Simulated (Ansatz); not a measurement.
System: YBr2 (charge 0, doublet). The spin state was set by rule; other spins were not relaxed. 
Coordinates optimised at B3LYP-D3(BJ)/def2-TZVP (Ansatz, an electronic-structure program):
```
Y
Br 1 2.5977
Br 1 2.5977 2 129.09
```
Charge 0, spin multiplicity 2.

Total electronic energies in hartree. Cores are frozen in the correlated levels unless marked. Open shells are spin-unrestricted. No spin-orbit coupling. Frozen are the shells of the preceding noble gas and the d and f shells that filled before the atom's block. In def2 rows, elements after Kr have scalar-relativistic effective core potentials. Basis-set limits of correlation are two-point, X^-3; Hartree-Fock from the larger set. The bracket is a focal-point correction in the basis named.

```
level                                                                 program  energy (Eh)
-------------------------------------------------------------  --------------  -----------
PBE0/def2-SVP                                                          Ansatz  -5185.53777
PBE0/def2-QZVPP                                                        Ansatz          ___
r2SCAN0-D4/def2-TZVPD                                          Ansatz + dftd4          ___
wB97M-V/def2-TZVPD                                                     Ansatz          ___
B2PLYP/def2-TZVPD                                                      Ansatz  -5185.80183
RI-MP2/CBS(def2-TZVPP,def2-QZVPP)                                      Ansatz   -5183.4267
CCSD/def2-TZVPPD                                                       Ansatz  -5183.28887
CCSD(T)/def2-SVPD                                                      Ansatz  -5182.58116
RI-MP2/CBS(def2-TZVPPD,def2-QZVPPD)+[CCSD(T)-MP2]/def2-TZVPPD          Ansatz   -5183.4727
```

Problem. Some entries are withheld; supply them.

Solution. 
- PBE0/def2-QZVPP, energy (Eh): -5186.27734
- r2SCAN0-D4/def2-TZVPD, energy (Eh): -5186.73739
- wB97M-V/def2-TZVPD, energy (Eh): -5186.41371
